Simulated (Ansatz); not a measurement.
Reaction (redistribution): `[NH2][Y]([OH])[F]` + `CB(N)O[SiH3]` → `[NH2][Y]([NH2])[OH]` + `CB(F)O[SiH3]`

Calculated with Ansatz (gas phase, PBE0-D4/def2-TZVP geometries, no zero-point term in ΔE). CCSD(T)/CBS is the MP2 limit (def2-TZVPP, def2-QZVPP) plus CCSD(T) − MP2 in def2-TZVPP, frozen cores. def2 core potentials past Kr. For Y outer-core shells are correlated without core-valence functions, which leaves a few kJ/mol of doubt a bond. One conformer a species, not always the lowest.

```json
{"species": "`[NH2][Y]([OH])[F]`", "SCS-MP2/def2-TZVPP energy (Eh)": "-269.63570"}
{"species": "`CB(N)O[SiH3]`", "SCS-MP2/def2-TZVPP energy (Eh)": "-486.56110"}
{"species": "`[NH2][Y]([NH2])[OH]`", "SCS-MP2/def2-TZVPP energy (Eh)": "-225.71265"}
{"species": "`CB(F)O[SiH3]`", "SCS-MP2/def2-TZVPP energy (Eh)": "-530.44937"}
```

(1) Work out ΔE.

Largest T1 diagnostic among the species: 0.014.

Results:

(1) ΔE = (-225.71265) + (-530.44937) − (-269.63570) − (-486.56110) = 0.03478 Eh = +91.3 kJ/mol. CCSD(T)/CBS gives +96.9 kJ/mol.

The D4 term adds +4.9 kJ/mol with B3LYP and +2.6 kJ/mol with PBE0; it sums over pairs of atoms, weighted by their polarisabilities, and B3LYP, whose exchange is more repulsive, gets the larger term. At CCSD(T), def2-SVP lies +6.2 kJ/mol from the extrapolated value and def2-TZVPP −7.2 kJ/mol. Leaving LDA and LC-ωPBE aside and taking each functional with its dispersion term where it has one, the values, not all of them listed here, spread over 11.4 kJ/mol, from B2PLYP to revPBE-D4. LDA lies +4.0 kJ/mol from PBE without D4.

B3LYP here is the variant with VWN-RPA as its local correlation; programs differ in this.
